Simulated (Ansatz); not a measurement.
`BBN` + `[OH][AlH2]` → `BB[O][AlH2]` + NH₃ at 500 K and 1 bar (ligand exchange at a B–N bond).

Calculated with Ansatz (gas phase, PBE0-D4/def2-TZVP geometries, no zero-point term in ΔE). CCSD(T)/CBS is the MP2 limit (def2-TZVPP, def2-QZVPP) plus CCSD(T) − MP2 in def2-TZVPP, frozen cores. This one scheme is used for every species. Each species was taken in one conformer, which may not be the lowest.

```
      species  CCSD(T)/CBS energy (Eh)  H − E (kJ/mol)  S (J/(mol·K))
        `BBN`               -107.29684           188.9          317.4
 `[OH][AlH2]`               -319.03157            95.7          286.7
`BB[O][AlH2]`               -369.81813           175.8          397.2
          NH₃                -56.50880           108.2          211.8
```

H − E and S are ideal-gas, rigid-rotor, harmonic terms from PBE0-D4/def2-TZVP, for one conformer and one mirror image of each species. 1 Eh = 2625.50 kJ/mol, R = 8.31446 J/(mol·K).

Q: By hand: ΔE, ΔH, ΔS and ΔG.

A: ΔE = (-369.81813) + (-56.50880) − (-107.29684) − (-319.03157) = 0.00148 Eh = 3.9 kJ/mol. Δ(H − E) = 175.8 + 108.2 − 188.9 − 95.7 = -0.6, so ΔH = 3.3 kJ/mol. ΔS = 397.2 + 211.8 − 317.4 − 286.7 = 4.9 J/(mol·K). ΔG = 3.3 − 500 × (4.9)/1000 = 0.8 kJ/mol.

Q: By hand: the equilibrium constant, and the temperature at which ΔG would vanish if ΔH and ΔS stayed fixed.

A: log₁₀ K = −ΔG/(RT ln 10) = -0.1. ΔG = 0 at ΔH/ΔS = 673 K, though so small a ΔH makes that figure unsure.

TΔS isn't small against ΔH here. The sign of ΔG lies within the doubt. A doubt of 5 kJ/mol in ΔE shifts log₁₀ K by 0.5 here. Other conformers and mirror images would add mixing entropy, several J/(mol·K) or more a flexible species. These are equilibria of isolated gas molecules and say nothing of rates. Largest T1 diagnostic: 0.014 (customary marks: 0.02 for closed shells, 0.045 for open ones).
